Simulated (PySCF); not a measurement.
# Mayer bond orders and bond lengths

Compound: C5H7F3OSi.
Atom-mapped SMILES: `[CH3:1][O:2][Si@@H:3]1[CH2:4][C:5]([CH:6]([F:7])[F:8])=[C:9]1[F:10]` (hydrogens: H11, H12, H13 on C1; H14 on Si3; H15, H16 on C4; H17 on C6)

Cartesian coordinates in Å at the GFN2-xTB level; atoms count from 1:
```xyz
17
C5H7F3OSi angstrom
C     -3.226    0.785   -0.175
O     -2.096    0.080    0.266
Si    -0.771   -0.409   -0.498
C      0.466   -1.195    0.732
C      1.452   -0.103    0.391
C      2.838    0.007    0.923
F      2.846    0.026    2.283
F      3.585   -1.075    0.567
C      0.797    0.683   -0.467
F      1.284    1.798   -1.047
H     -3.636    0.333   -1.079
H     -3.969    0.749    0.621
H     -2.968    1.825   -0.384
H     -1.012   -1.026   -1.796
H      0.847   -2.184    0.491
H      0.191   -1.190    1.784
H      3.365    0.907    0.569
```

Bond orders from the PBE0/pcSseg-1 density (PySCF). Geometry: GFN2-xTB, one conformer, isolated molecule.

**Question.** Where do the orders between heavy atoms depart from those drawn in the SMILES?

**Answer.** The largest departure is 0.312, at C5–C9 (drawn double, 1.688). Drawn single, order below 0.88: C1–O2 (0.871) and C9–Si3 (0.837). Drawn double or triple, more than 0.30 short of the drawn order: C5–C9 (1.688).

**Question.** Give the Mayer order of every bond, beside its length.

**Answer.** 
```
   bond  drawn as  length (Å)  Mayer order
  C1–O2    single       1.403        0.871
 O2–Si3    single       1.606        1.059
 Si3–C4    single       1.914        0.893
  C4–C5    single       1.510        0.990
  C5–C6    single       1.490        0.995
  C6–F7    single       1.361        0.952
  C6–F8    single       1.363        0.948
  C5–C9    double       1.334        1.688
 C9–F10    single       1.349        0.945
 C9–Si3    single       1.911        0.837
 C1–H11    single       1.091        0.967
 C1–H12    single       1.090        0.970
 C1–H13    single       1.091        0.966
Si3–H14    single       1.457        0.899
 C4–H15    single       1.087        0.936
 C4–H16    single       1.088        0.935
 C6–H17    single       1.101        0.958
```

Bonds between the same two heavy elements. C–Si: lowest C9–Si3 (0.837, 1.911 Å), highest Si3–C4 (0.893, 1.914 Å); in 1 of the 1 pairs the longer bond (by over 0.003 Å) has the higher order (by 0.02 or more). C–C: lowest C4–C5 (0.990, 1.510 Å), highest C5–C9 (1.688, 1.334 Å). C–F: all 3 within 0.02 of one another (0.945 to 0.952).

**Question.** Sum the orders of all bonds at each heavy atom with more than one neighbour and set the sums beside the valence in the SMILES.

**Answer.** C1 3.774 (drawn 4), O2 1.930 (drawn 2), Si3 3.688 (drawn 4), C4 3.754 (drawn 4), C5 3.673 (drawn 4), C6 3.853 (drawn 4), C9 3.470 (drawn 4). Orders between atoms that aren't bonded are not in these sums.

For a closed shell the Mayer order of atoms A and B is Σ (PS)μν (PS)νμ over the basis functions μ on A and ν on B, with P the density and S the overlap matrix.
